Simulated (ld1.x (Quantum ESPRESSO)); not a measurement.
**Au (Z = 79), TM: configuration errors across variants**

```json
{"Element": "gold", "Generator": "ld1.x (Quantum ESPRESSO) 7.5", "Type": "norm-conserving Troullier–Martins (Kleinman–Bylander form)", "Functional": "PBE", "Relativity": "scalar-relativistic", "Frozen core": "[Kr] 4d10 4f14", "Valence charge": "19", "Reference configuration": "5s2 5p6 5d9 6s0 6p0 (charge +2)", "Partial waves": "5s (bound): rc 1.30 bohr; 5p (bound): rc 1.40 bohr; 5d (bound): rc 1.35 bohr", "Local potential": "the d channel", "Core correction": "a·sin(br)/r model core inside 0.85 bohr"}
```

All-electron excitation energies from the reference (eV): (1) 5s2 5p6 5d10 6s1 6p0 -30.617; (2) 5s2 5p6 5d10 6s0 6p0 -21.208; (3) 5s2 5p6 5d8 6s0 6p0 33.877; (4) 5s2 5p6 5d9 6s2 6p0 -28.924; (5) 5s1 5p6 5d10 6s1 6p0 84.614; (6) 5s2 5p6 5d10 6s0.5 6p0 -26.844; (7) 5s2 5p6 5d7 6s0 6p0 81.589.

Tests that are not counted but printed errors over 1 eV. “wave 5d (bound): rc 1.35 bohr becomes 5d (bound): rc 0.86 bohr”: 5s2 5p6 5d9 6s2 6p0 (pseudo-atom not self-consistent, printed error -2552 eV); 5s1 5p6 5d10 6s1 6p0 (solver errors, printed error -4.4 eV); 1 more.

A true bound ghost makes a file unfit for plane-wave use even where its test errors are small: the radial tests pick states by their node count and pass the ghost by. Where a test does run into it, the solver fails or the error is huge.

Errors AE − PS in meV (a dash: test not solved or not reliable):

```csv
change,(1),(2),(3),(4),(5),(6),(7),bound ghosts
base,-765,+2.4,-10,-1779,-1475,-425,-37,none
wave 5d (bound): rc 1.35 bohr becomes 5d (bound): rc 0.86 bohr,–,+2.2,+4.3,–,–,–,+19,"p, s"
wave 5d (bound): rc 1.35 bohr becomes 5d (bound): rc 1.14 bohr,-536,+2.3,-7.6,-1247,-1098,-297,-26,none
wave 5d (bound): rc 1.35 bohr becomes 5d (bound): rc 1.36 bohr,-765,+2.4,-10,-1779,-1475,-425,-37,none
wave 5d (bound): rc 1.35 bohr becomes 5d (bound): rc 1.78 bohr,-583,+3.9,-8.0,-1362,-1167,-323,-27,none
wave 5d (bound): rc 1.35 bohr becomes 5d (bound): rc 2.02 bohr,-646,+2.1,-9.6,-1497,-1274,-359,-31,none
```

Q: Give the same row for: wave 5d (bound): rc 1.35 bohr becomes 5d (bound): rc 1.60 bohr.

A: -603, +3.6, -8.3, -1407, -1201, -334, -28; bound ghosts: none.
